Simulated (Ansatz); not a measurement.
Ansatz (a quantum-chemistry and plane-wave program) input (RI-MP2/cc-pV(T+d)Z):
A basis named .json is the Basis Set Exchange file of that set.

Ansatz 0.2 input:
```yaml
crystal:
  periodic: [false, false, false]
  atoms:
    - {symbol: C, position_ang: [-1.43277982, -0.39193831, -1.07678693]}
    - {symbol: Si, position_ang: [0.01051699, -0.07688569, 0.16273117]}
    - {symbol: C, position_ang: [1.54925178, -0.37463199, -0.94783919]}
    - {symbol: N, position_ang: [-0.02352788, -0.81601725, 1.63932141]}
    - {symbol: N, position_ang: [-0.07580530, 1.69058251, 0.39281871]}
    - {symbol: H, position_ang: [-1.40744381, -1.42511503, -1.43958171]}
    - {symbol: H, position_ang: [-2.39548249, -0.24460795, -0.57673325]}
    - {symbol: H, position_ang: [-1.39491534, 0.26768712, -1.95365869]}
    - {symbol: H, position_ang: [1.64936024, -1.43465477, -1.20784094]}
    - {symbol: H, position_ang: [2.45537765, -0.07544991, -0.41289193]}
    - {symbol: H, position_ang: [1.50384869, 0.19909160, -1.88090936]}
    - {symbol: H, position_ang: [0.38770186, -1.74189575, 1.70361934]}
    - {symbol: H, position_ang: [-0.91585737, 2.12090270, 0.02625293]}
    - {symbol: H, position_ang: [-0.03332701, 1.88790674, 1.38628297]}
basis:
  gaussian:
    orbitals: cc-pV_T+d_Z.json
    fitting: {mean_field: def2-universal-jkfit, correlation: cc-pVTZ-RIFIT.json}
total_charge: -1
magnetization: {spin_polarized: false}
correlation: {method: mp2, electrons: outside_noble_gas}
```

End of the output:

```
integrals: 0.36 GiB planned
594 factors; integrals over basis functions are off by at most 9.5e-1 eV
0.65 GiB of device memory are held for the factors and their scratch space
mean field: 0.99 GiB planned
mean field evaluation 1: about -13027.6894 eV, gradient 4.4e1 eV
mean field evaluation 2: about -13031.0496 eV, gradient 2.5e1 eV
mean field evaluation 4: about -13032.3964 eV, gradient 1.5e0 eV
mean field evaluation 8: about -13032.4047 eV, gradient 2.8e-6 eV
mean field -13032.40466065 eV, -478.9320375978 hartree, gradient 2.8e-6 eV, S^2 0.000000; 0 other end points of the search recorded, 0 dependent functions left out
9 core orbitals not correlated
716 factors; their error is unknown
reference -13032.40466065 eV, -478.9320375978 hartree; 16, 16 occupied and 260, 260 virtual orbitals, 716 factors
second order -25.40963753 eV of doubles, -0.00000000 eV of singles
Total energy: -13057.81429818 eV, -479.8658245537 hartree
```

It need not be the lowest isomer of its formula. Whether it binds its extra electron was not tested at this geometry.
